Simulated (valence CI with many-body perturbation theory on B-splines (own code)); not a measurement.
Results of a calculation; reference values are marked as such.
## Sensitivity of CI+MBPT for Pr LIV

Method: valence CI with perturbative core correlation (CI+MBPT): four valence electrons over a frozen Dirac-Fock core [He], a basis of 6 s, 6 p, 5 d, 3 f, 1 g functions for each j, with the one-electron correlation potential Σ1, the two-electron term Σ2, the three-electron term Σ3, Breit, model QED; selected CI, second order for the rest, scaled by the run's own slope (own B-spline code, finite nucleus).

No measured spectrum was set against this ion. As an estimate, large intervals hold to a few tenths of a per cent, small ones and those within an open d or f shell to about a per cent.

The reference run has the lowest level (2s^2 2p1/2^2) J=0 and an ionisation energy of 10959.8 eV. Its largest variational space holds 9997 state functions.

Levels are named by their leading jj configuration (3d3/2^4 stands for four electrons in 3d with j = 3/2), which in mixed levels can hold well under half, so a name can repeat and another be missing. Letters in brackets count levels of one name in rising energy.

Changed runs:
A. highest l in the core sums 6 → 4; Breit term on → off; QED terms on → off
B. correlating orbitals by l 3 3 3 2 1 → 1 5 4 1 1
C. size limit of the variational space 10000 → 3000; Breit term on → off; QED terms on → off
D. correlating orbitals by l 3 3 3 2 1 → 0 0 0 0 0 (bad on purpose)

Excitation energies of the reference run in cm⁻¹, and shifts in cm⁻¹:

| Level | Reference | A | B | C | D |
| --- | --- | --- | --- | --- | --- |
| (2s^2 2p1/2 2p3/2) J=1 | 4021460 | +61525 | -140 | +61515 | -1496 |
| (2s^2 2p1/2 2p3/2) J=2 | 4156080 | +94129 | -111 | +94117 | +37 |
| (2s 2p1/2^2 2p3/2) J=2 | 5731670 | +83091 | -264 | +83102 | -973 |
| (2s 2p1/2^2 2p3/2) J=1 | 6272460 | +71343 | -198 | +71353 | +4403 |
| (2s^2 2p3/2^2) J=2 | 8295620 | +138155 | -194 | +138140 | -1323 |
| (2s^2 2p3/2^2) J=0 | 8664530 | +103582 | -42 | +103572 | -470 |
| (2s 2p1/2 2p3/2^2) J=2 [a] | 9592680 | +133767 | -376 | +133776 | -4057 |
| (2s 2p1/2 2p3/2^2) J=3 | 9899570 | +182571 | -347 | +182581 | -338 |
| (2s 2p1/2 2p3/2^2) J=0 | 10243600 | +109361 | -145 | +109373 | +1354 |
| (2s 2p1/2 2p3/2^2) J=1 [a] | 10380000 | +129929 | -333 | +129934 | +2682 |
| (2s 2p1/2 2p3/2^2) J=2 [b] | 10462500 | +161821 | -284 | +161826 | +4670 |
| (2s 2p1/2 2p3/2^2) J=1 [b] | 10489000 | +126481 | -195 | +126486 | +3607 |
| Ionisation energy (eV) | 10959.8 | +17.8 | -0.011 | +17.8 | -1.0 |
